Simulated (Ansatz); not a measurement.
Consider the hydrogenolysis of a C–Si bond: `FCSC[SiH3]` + H₂ → `CSCF` + SiH₄.

Program: Ansatz. Geometries: PBE0-D4/def2-TZVP. ΔE: electronic, gas phase. CBS: MP2 limit from def2 TZ/QZ plus the TZ coupled-cluster correction, frozen cores. This one scheme is used for every species. DFT in def2-TZVPP. B3LYP here is the variant with VWN-RPA as its local correlation; programs differ in this. Each species was taken in one conformer, which may not be the lowest.

`FCSC[SiH3]`:

Z-matrix (Å, degrees):
```
C
S 1 1.778
F 1 1.381 2 112.7
H 1 1.092 2 106.6 3 119.1
H 1 1.092 2 111.1 3 -120.7
C 2 1.813 1 100.3 3 71.8
Si 6 1.881 2 111.9 1 79.6
H 6 1.093 2 105.7 1 -161.3
H 6 1.092 2 109.2 1 -46.9
H 7 1.484 6 109.0 2 63.5
H 7 1.489 6 110.7 2 -176.1
H 7 1.487 6 110.2 2 -56.1
```

H₂:

```xyz
2

H    -0.255    0.256   -0.094
H     0.255   -0.256    0.094
```

`CSCF`:

Cartesian coordinates in Å:
```
C 0.218 1.221 0.592
S -0.516 0.561 -0.912
C -0.294 -1.178 -0.622
F 1.022 -1.584 -0.732
H -0.325 0.880 1.475
H 1.269 0.943 0.664
H 0.144 2.307 0.531
H -0.883 -1.703 -1.377
H -0.637 -1.449 0.380
```

SiH₄:

```xyz
5

Si    0.000    0.000    0.000
H    -1.478    0.057    0.122
H     0.587    1.263    0.515
H     0.373   -0.174   -1.426
H     0.518   -1.145    0.790
```

(1) Is it downhill or uphill in electronic energy at CCSD(T)/CBS, and by how much? (Estimate.)

(2) What do these levels give: r2SCAN-D4, ωB97X-V, ωB97M-V, PBE, r2SCAN, PBE0, B3LYP, SCS-MP2/def2-TZVPP, CCSD(T)/def2-TZVPP, SCS-MP2/def2-QZVPP, HF/CBS(def2), CCSD/CBS(def2)? (An estimate is asked.)

Largest T1 diagnostic among the species: 0.012.

## Answers

(1) Ansatz gave: Downhill: ΔE = -0.27 eV.

(2) Computed: r2SCAN-D4 -0.28, ωB97X-V -0.33, ωB97M-V -0.29, PBE -0.34, r2SCAN -0.30, PBE0 -0.37, B3LYP -0.45, SCS-MP2/def2-TZVPP -0.32, CCSD(T)/def2-TZVPP -0.31, SCS-MP2/def2-QZVPP -0.30, HF/CBS(def2) -0.61, CCSD/CBS(def2) -0.33 eV.

From PBE to PBE0 (25 % exact exchange), in def2-TZVPP and without D4, ΔE moves by −0.03 eV. In def2-TZVPP, CCSD(T) changes the Hartree–Fock value by +0.29 eV (the triples alone add +0.06 eV) and MP2 by +0.36 eV. The D4 term adds +0.14 eV with B3LYP and +0.08 eV with PBE0; it sums over pairs of atoms, weighted by their polarisabilities, and B3LYP, whose exchange is more repulsive, gets the larger term.
